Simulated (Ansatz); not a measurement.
Reaction (atomization): `F[CH]([SiH3])[ZnH]` → C• + F• + 5 H• + Si• + Zn (atom)

Gas-phase electronic energies from Ansatz, PBE0-D4/def2-TZVP geometries. CBS: MP2 limit from def2 TZ/QZ plus the TZ coupled-cluster correction, frozen cores. This one scheme is used for every species, atoms too. DFT in def2-TZVPP. HSE06 is defined as in plane-wave codes. Open shells (•) are unrestricted, without spin–orbit coupling. Spin–orbit coupling would lower the free atoms: a little for C, F, Si. Bonds to Zn are less sure, by a few kJ/mol each and by 10 to 20 or more in all where they break to atoms, as the def2 sets lack core-valence functions. Scalar relativity is left out up to krypton.

(1) What is ΔE at CCSD(T)/CBS? (An estimate is asked.)

(2) What do these levels give: PBE-D4, PBE0-D4, r2SCAN0-D4, HSE06-D4, BHLYP-D4, ωB97X-V, r2SCANh, LC-ωPBE, HF/def2-SVP, CCSD/def2-SVP, HF/def2-TZVPP, MP2/def2-TZVPP? (Best estimate.)

Largest T1 diagnostic among the species: 0.017.

Answers

(1) Computed: +2569.5 kJ/mol.

(2) Ansatz gave: PBE-D4 2592.0, PBE0-D4 2556.3, r2SCAN0-D4 2547.6, HSE06-D4 2557.6, BHLYP-D4 2496.0, ωB97X-V 2599.5, r2SCANh 2567.6, LC-ωPBE 2588.1, HF/def2-SVP 1866.1, CCSD/def2-SVP 2385.0, HF/def2-TZVPP 1862.4, MP2/def2-TZVPP 2532.3 kJ/mol.

In def2-TZVPP, CCSD(T) changes the Hartree–Fock value by +641.8 kJ/mol (the triples alone add +34.5 kJ/mol) and MP2 by +669.9 kJ/mol; breaking electron pairs costs correlation energy, which Hartree–Fock lacks. At CCSD(T), def2-SVP lies −161.6 kJ/mol from the extrapolated value and def2-TZVPP −65.3 kJ/mol: correlation converges slowly with the basis, and small sets miss more of it in the bonded molecule than in its fragments. Leaving LDA and LC-ωPBE aside and taking each functional with its dispersion term where it has one, the values spread over 103.5 kJ/mol, from BHLYP-D4 to ωB97X-V. LDA lies +368.1 kJ/mol from PBE without D4, its usual overbinding.

For atomizations the MP2-based limit and the directly extrapolated one differ by several kJ/mol either way, and by 10 to 25 for some Ge, Se and Sn compounds, so smaller differences from it don't rank the levels.
